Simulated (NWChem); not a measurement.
System: SF, doublet; SMILES F[S]

Here is an NWChem input.

```
start job
memory heap 200 mb stack 900 mb global 1100 mb
geometry units angstroms noautosym nocenter noautoz
  S      0.000000     0.000000    -0.579419
  F      0.000000     0.000000     1.034837
end
basis spherical
  S library 6-311++g**
  F library 6-311++g**
end
dft
  odft
  mult 2
  xc pbe0
  iterations 150
end
cosmo
  do_cosmo_smd true
  solvent water
end
task dft energy
```

Excerpt of the output:

```
             Northwest Computational Chemistry Package (NWChem) 7.3.0
             --------------------------------------------------------

                             Geometry "geometry" -> ""
                             -------------------------

 Output coordinates in angstroms (scale by  1.889725989 to convert to a.u.)

  No.       Tag          Charge          X              Y              Z
 ---- ---------------- ---------- -------------- -------------- --------------
    1 S                   16.0000     0.00000000     0.00000000    -0.57941900
    2 F                    9.0000     0.00000000     0.00000000     1.03483700

 Effective nuclear repulsion energy (a.u.)      47.2053527173

                                 NWChem DFT Module
                                 -----------------

 Summary of "ao basis" -> "ao basis" (spherical)
 ------------------------------------------------------------------------------
       Tag                 Description            Shells   Functions and Types
 ---------------- ------------------------------  ------  ---------------------
 S                         6-311++g**               14       30   7s6p1d
 F                         6-311++g**               10       22   5s4p1d

 in cosmo_initialize ...
 calling solv_data for solv:h2o

 solvent parameters
 solvname_short: h2o
 solvname_long:  water
 dielec:       78.4000
 dielecinf:     1.7769
 aqueous SMD model solvent descriptors
 dielec:       78.4000
 sola:          0.8200

          ---------------
          -cosmo- solvent
          ---------------
 Cosmo: York-Karplus, doi: 10.1021/jp992097l
 dielectric constant -eps-     =  78.40
 screen = (eps-1)/(eps    )    =   0.98724
 surface charge correction     = lagrangian

   van der Waals surface
 --------------------------

 ---------- ATOMIC COORDINATES (A.U.) ------------ VDWR(ANG.) --
     1    0.00000000    0.00000000   -1.09494314     2.490
     2    0.00000000    0.00000000    1.95555837     1.730
 number of segments per atom =        128
 number of   points per atom =        128
 atom (   nspa,  nppa )
 ----------------------
    1 (    112,     0 )       0
    2 (     64,     0 )       0
 number of -cosmo- surface points =      176
 molecular surface =     85.508 angstrom**2
 molecular volume  =     70.100 angstrom**3
 -lineq- algorithm             =   0
 -bem- low  level              =   3
 -bem- from -octahedral-
 gaussian surface charge width =   4.50000
 degree of switching           =   1.00000
 switching function tolerance  =   0.00010
 atomic radii =
 --------------
    1 16.000  2.490
    2  9.000  1.730
 ...... end of -cosmo- initialization ......

 nat:                     2
 ixmem:                   309
 calling mnsol_interface()
 G(SMD-CDS) energy (kcal/mol)  =     0.584
 SMD-CDS SASA (angstrom**2)    =    73.885

            General Information
            -------------------
          SCF calculation type: DFT
          Wavefunction type:  spin polarized.
          No. of atoms     :     2
          No. of electrons :    25
           Alpha electrons :    13
            Beta electrons :    12
          Charge           :     0
          Spin multiplicity:     2
          Use of symmetry is: off; symmetry adaption is: off
          Maximum number of iterations: 150
          AO basis - number of functions:    52
                     number of shells:    24
          Convergence on energy requested:  1.00D-06
          Convergence on density requested:  1.00D-05
          Convergence on gradient requested:  5.00D-04

              XC Information
              --------------
                         PBE0 Method XC Functional
                     Hartree-Fock (Exact) Exchange  0.250
          PerdewBurkeErnzerhof Exchange Functional  0.750
            Perdew 1991 LDA Correlation Functional  1.000 local
           PerdewBurkeErnz. Correlation Functional  1.000 non-local

             Grid Information
             ----------------
          Grid used for XC integration:  medium
          Radial quadrature: Mura-Knowles
          Angular quadrature: Lebedev.
          Tag              B.-S. Rad. Rad. Pts. Rad. Cut. Ang. Pts.
          ---              ---------- --------- --------- ---------
          S                   1.00       88           8.0       590
          F                   0.50       49           9.0       434
          Grid pruning is: on
          Number of quadrature shells:   137
          Spatial weights used:  Erf1

[...]

                                COSMO-SMD solvation results
                                ---------------------------

             internal energy in gas <Psi(g)|H|Psi(g)> =      -497.758382152876
         internal energy in solvent <Psi(s)|H|Psi(s)> =      -497.758220889619
                               delta internal energy  =         0.000161263257 (    0.10 kcal/mol)
   total free energy in solvent <Psi(s)|H+V/2|Psi(s)> =      -497.760158041898
 polarization energy contribution <Psi(s)|V/2|Psi(s)> =        -0.001937152279 (   -1.22 kcal/mol)
    total free energy in solvent including G(SMD-CDS) =      -497.759227796644
                       G(SMD-CDS) energy contribution =         0.000930245254 (    0.58 kcal/mol)
     1 M fixed-concentration free energy of solvation =        -0.000845643768 (   -0.53 kcal/mol)

                    DFT Final Alpha Molecular Orbital Analysis
                    ------------------------------------------

 Vector   11  Occ=1.000000D+00  E=-5.093750D-01
              MO Center= -4.9D-10, -1.0D-09,  8.6D-01, r^2= 7.5D-01
   Bfn.  Coefficient  Atom+Function         Bfn.  Coefficient  Atom+Function
  ----- ------------  ---------------      ----- ------------  ---------------
    38      0.395091  2 F  py                42      0.348388  2 F  py
    34      0.271595  2 F  py                17      0.171864  1 S  py
    37      0.161770  2 F  px                41      0.142647  2 F  px
    33      0.111204  2 F  px                14      0.082316  1 S  py
    16      0.070370  1 S  px                11     -0.060321  1 S  py

 Vector   12  Occ=1.000000D+00  E=-3.310949D-01
              MO Center=  1.1D-08, -6.6D-09, -3.9D-01, r^2= 1.6D+00
   Bfn.  Coefficient  Atom+Function         Bfn.  Coefficient  Atom+Function
  ----- ------------  ---------------      ----- ------------  ---------------
    16      0.572174  1 S  px                19      0.270549  1 S  px
    13      0.265135  1 S  px                17     -0.234292  1 S  py
    37     -0.192297  2 F  px                10     -0.181360  1 S  px
    41     -0.181610  2 F  px                33     -0.132201  2 F  px
    20     -0.110874  1 S  py                14     -0.108568  1 S  py

 Vector   13  Occ=1.000000D+00  E=-2.872043D-01
              MO Center= -2.8D-09, -5.7D-09, -4.5D-01, r^2= 1.6D+00
   Bfn.  Coefficient  Atom+Function         Bfn.  Coefficient  Atom+Function
  ----- ------------  ---------------      ----- ------------  ---------------
    17      0.561385  1 S  py                20      0.314577  1 S  py
    14      0.262483  1 S  py                16      0.229952  1 S  px
    11     -0.179733  1 S  py                38     -0.172289  2 F  py
    42     -0.161054  2 F  py                19      0.128744  1 S  px
    34     -0.117954  2 F  py                13      0.107514  1 S  px

 Vector   14  Occ=0.000000D+00  E=-7.098954D-02
              MO Center= -9.5D-09,  1.9D-09, -4.3D-01, r^2= 2.7D+00
   Bfn.  Coefficient  Atom+Function         Bfn.  Coefficient  Atom+Function
  ----- ------------  ---------------      ----- ------------  ---------------
    21      0.692835  1 S  pz                18      0.620209  1 S  pz
    44     -0.498262  2 F  s                  6      0.478350  1 S  s
    40     -0.310949  2 F  s                 43      0.310689  2 F  pz
    22      0.231296  1 S  s                 39      0.228166  2 F  pz
    15      0.203686  1 S  pz                47      0.171576  2 F  pz

 Vector   15  Occ=0.000000D+00  E= 2.494731D-02
              MO Center=  5.8D-07, -1.0D-06, -1.0D+00, r^2= 8.3D+00
   Bfn.  Coefficient  Atom+Function         Bfn.  Coefficient  Atom+Function
  ----- ------------  ---------------      ----- ------------  ---------------
    22      1.682838  1 S  s                 44     -0.681159  2 F  s
    21      0.542405  1 S  pz                 6     -0.457422  1 S  s
    25     -0.319336  1 S  pz                 5     -0.254159  1 S  s
    47      0.251343  2 F  pz                 4      0.117431  1 S  s
    43     -0.094295  2 F  pz                 3      0.067403  1 S  s

 Vector   16  Occ=0.000000D+00  E= 5.677791D-02
              MO Center= -8.7D-07,  4.0D-07, -6.1D-01, r^2= 1.2D+01
   Bfn.  Coefficient  Atom+Function         Bfn.  Coefficient  Atom+Function
  ----- ------------  ---------------      ----- ------------  ---------------
    23      1.448066  1 S  px                19     -0.671764  1 S  px
    24     -0.662506  1 S  py                20      0.309062  1 S  py
    16     -0.106327  1 S  px                13     -0.098564  1 S  px
    10      0.051210  1 S  px                17      0.048701  1 S  py
    14      0.045062  1 S  py                 7      0.025457  1 S  px

                     DFT Final Beta Molecular Orbital Analysis
                     -----------------------------------------

 Vector   10  Occ=1.000000D+00  E=-5.050524D-01
              MO Center= -4.8D-09, -1.3D-08,  8.8D-01, r^2= 7.3D-01
   Bfn.  Coefficient  Atom+Function         Bfn.  Coefficient  Atom+Function
  ----- ------------  ---------------      ----- ------------  ---------------
    38      0.396464  2 F  py                42      0.352516  2 F  py
    34      0.272744  2 F  py                17      0.161808  1 S  py
    37      0.162021  2 F  px                41      0.144057  2 F  px
    33      0.111461  2 F  px                14      0.078256  1 S  py
    16      0.066121  1 S  px                11     -0.057403  1 S  py

[...]
```

Level: PBE0/6-311++G** (spherical d), spin-unrestricted, SMD on the gas-phase geometry. The state is orbitally degenerate and is run as one real component. All runs use the structure optimised with PBE0/def2-SVP, spin-unrestricted. No stability test was run on the SCF state. Solvent: water.
